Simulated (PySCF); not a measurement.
Bond curve of Pb2

Set-up: PySCF, scalar-relativistic core potentials, basis sets Pb def2-SVP with ECP60. Energies in eV from Pb + Pb in their ground configurations at the same level. State: ³Σg⁻ (triplet), unpaired electrons π ↑↑.

All columns are PBE0.

| R (Å) | E (eV) | HOMO (eV) | LUMO (eV) | Mayer bond order | ⟨S²⟩ |
| --- | --- | --- | --- | --- | --- |
| 2.490 | -1.153 | -4.71 | -3.36 | 1.97 | 2.00 |
| 2.606 | -1.707 | -4.75 | -3.20 | 1.98 | 2.00 |
| 2.721 | -2.005 | -4.77 | -3.06 | 1.98 | 2.00 |
| 2.808 | -2.109 | -4.77 | -2.98 | 1.99 | 2.00 |
| 2.895 | -2.138 | -4.76 | -2.90 | 1.99 | 2.00 |
| 2.982 | -2.110 | -4.75 | -2.83 | 1.99 | 2.00 |
| 3.098 | -2.008 | -4.72 | -2.74 | 2.00 | 2.00 |
| 3.242 | -1.812 | -4.66 | -2.66 | 2.00 | 2.00 |
| 3.416 | -1.519 | -4.59 | -2.70 | 2.00 | 2.00 |
| 3.648 | -1.090 | -4.47 | -2.87 | 2.00 | 2.00 |

These are scalar-relativistic numbers at best; spin–orbit coupling would shift them, the dissociation energy most. The state is the lowest determinant that a PBE0 search found; another state may lie lower at other levels.
